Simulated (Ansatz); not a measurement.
Cartesian coordinates in Å:
```
C 0.799 0.633 -0.873
C 0.458 0.013 0.263
B -0.971 -0.489 0.450
I -1.559 -1.478 2.231
H 0.072 0.785 -1.666
H 1.802 1.009 -1.057
H 1.214 -0.121 1.033
H -1.815 -0.352 -0.381
```

The species carries charge 0 and has multiplicity 1. I: def2 effective core potential.

(1) List the PBE0/def2-TZVPP orbital energies in eV (Ansatz). (Estimate.)

Results:

(1) Ansatz gave: Occupied: -279.13, -278.36, -187.62, -185.70, -133.49, -133.38, -133.30, -52.63, -52.58, -52.51, -52.41, -52.40, -22.06, -19.60, -16.80, -14.36, -12.76, -11.84, -9.95, -9.28, -9.01, -7.79, -7.37. Lowest empty: -2.35, 0.69, 0.80, 1.59, 1.91, 2.16, 2.92, 3.47.
